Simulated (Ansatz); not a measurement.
# Isomers

Structures of BNH4Te, closed shell, relaxed at PBE0-D4/def2-TZVP (vibrations not checked; lower isomers may exist, and structures with a doubtful reference or unclear bonds are left out). Ansatz 0.2.0; basis: def2-TZVPP; cores frozen in the correlated methods. Filled d shells of the heavier atoms are correlated. Core potentials replace the inner electrons of the atoms past krypton. The def2 sets are not built for correlating such inner shells, so the correlated values are less sure here. B3LYP uses VWN-RPA correlation.

Rank them by CCSD(T) energy, lowest first, and give each one's height above the lowest. Links in brackets join atoms within 1.22 times the sum of their covalent radii (1.1 for two metals). (An estimate is asked for; the value comes from the calculation.)
A.
BNH₄Te ([NH2][BH][TeH])
```
7
angstrom
N -0.8947 0.8171 -0.4064
B -0.1105 -0.1227 0.2472
Te 1.8442 -0.6778 -0.5031
H -1.8030 1.0781 -0.0621
H -0.6324 1.3000 -1.2485
H -0.5053 -0.6453 1.2433
H 2.1018 -1.7494 0.7296
```
B.
BNH₄Te ([BH3][Te][NH])
```
7
angstrom
B -1.1385 0.3013 -1.2197
Te 0.5038 0.9285 0.0591
N 0.7458 -0.4279 1.3420
H -1.4589 -0.8225 -0.9569
H -0.7341 0.5642 -2.3312
H 1.4557 -0.0956 2.0031
H -1.9033 1.1879 -0.8502
```
C.
a complex of BHTe ([BH][Te]) + NH₃
```
7
angstrom
B -1.5744 1.0833 -2.2895
Te -0.5258 0.4644 -0.7892
N 1.3532 -0.7193 1.9298
H 1.1191 -1.6823 2.1382
H -2.2159 1.4600 -3.2065
H 1.1866 -0.1827 2.7723
H 2.3489 -0.6871 1.7476
```
D.
BNH₄Te ([BH2][Te][NH2])
```
7
angstrom
B -1.0227 0.1316 -1.2398
Te 0.3617 1.1510 -0.0605
N 0.8789 -0.3901 1.1810
H -1.2424 -1.0162 -1.0163
H -1.5484 0.7566 -2.1095
H 0.6919 -0.1026 2.1357
H 1.8810 -0.5302 1.1095
```

Computed: A (0.0 kJ/mol), C (163.1 kJ/mol), D (176.5 kJ/mol), B (367.0 kJ/mol). Heights count from the lowest.

Do PBE-D4, r2SCAN-D4, PBE0-D4, B3LYP-D4, wB97M-V, HF, MP2 give the same order? (Judge from chemistry; the calculation decides.)

The calculation gives: Lowest first: PBE-D4 A < D < C < B; r2SCAN-D4 A < D < C < B; PBE0-D4 A < D < C < B; B3LYP-D4 A < D < C < B; wB97M-V A < D < C < B. The others agree with CCSD(T).

T1 diagnostic: at most 0.018. The restricted Hartree–Fock reference is unstable towards an unrestricted one at one or more of these structures.

For scale, one of the runs: CCSD(T)/def2-TZVPP, 168 basis functions, launched by `ansatz run in.yaml --threads 2 --pin off --events-out ev --progress --plain --max-ram 4352MiB`. The run took 54 s on 2 CPU threads of an Arm Neoverse V2 (shared host), with 1.6 GiB of host memory at its peak.
